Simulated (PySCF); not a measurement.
SMILES C[CH](C)[InH][CH](C)C (C6H15In) at its GFN2-xTB optimised geometry (Å):

```
22

In     0.5422    -0.0079     0.0000
H      2.3510    -0.0079     0.0000
C     -0.4395    -2.0935     0.0007
C     -1.6477    -2.0879     0.9255
C      0.6181    -3.1002     0.4228
H     -0.7723    -2.3233    -1.0177
H     -2.1742    -3.0449     0.8876
H     -1.3432    -1.9090     1.9586
H     -2.3510    -1.3034     0.6346
H      1.4943    -3.0255    -0.2266
H      0.2347    -4.1224     0.3663
H      0.9401    -2.9121     1.4492
C     -0.4455     2.0743     0.0000
C     -1.4738     2.1560    -1.1194
C      0.6599     3.1063    -0.1501
H     -0.9540     2.2204     0.9597
H     -2.0023     3.1125    -1.0946
H     -0.9922     2.0598    -2.0945
H     -2.2142     1.3579    -1.0216
H      1.3907     3.0016     0.6559
H      0.2577     4.1224    -0.1202
H      1.1825     2.9735    -1.0998
```

Level of theory: CAM-B3LYP/def2-SVP, def2 effective core potentials past Kr in PySCF. The core electrons that the potentials of In replace are not part of the density. Cells within 0.4 Å of a nucleus heavier than hydrogen are left out (blank, or x).

Map of the electrostatic potential (hartree/e), clipped to [-0.08, 0.12] on the plane z = 0.0 Å:

```
|111111111111111111111111111|
|111111111111111111111111111|
|111111111111222111111111111|
|111111111112244211111111111|
|111111111112599411111111111|
|111111112212699941111111111|
|111111112222599992111111111|
|11111111233899xx93111111111|
|111111112489999992111111111|
|111111112499x99631000011111|
|111111122369999741000001111|
|111111223335999992000000111|
|111112222236999999920000111|
|11111222223899x999980000111|
|111112233336999999930000111|
|111112248635999992000000111|
|111111248889999741000001111|
|111111124999x99532100011111|
|111111113899999996211111111|
|111111123448999999211111111|
|111111123322599996211111111|
|111111122212599732111111111|
|111111111112499311111111111|
|111111111112233211111111111|
|111111111111221111111111111|
|111111111111111111111111111|
|111111111111111111111111111|
```
Scale: ten equal steps from -0.025 (start of '0') to 0.120 (end of '9'), in the order '0123456789'; x runs from -6.50 to 6.50, y from -6.50 (bottom) to 6.50 (top).
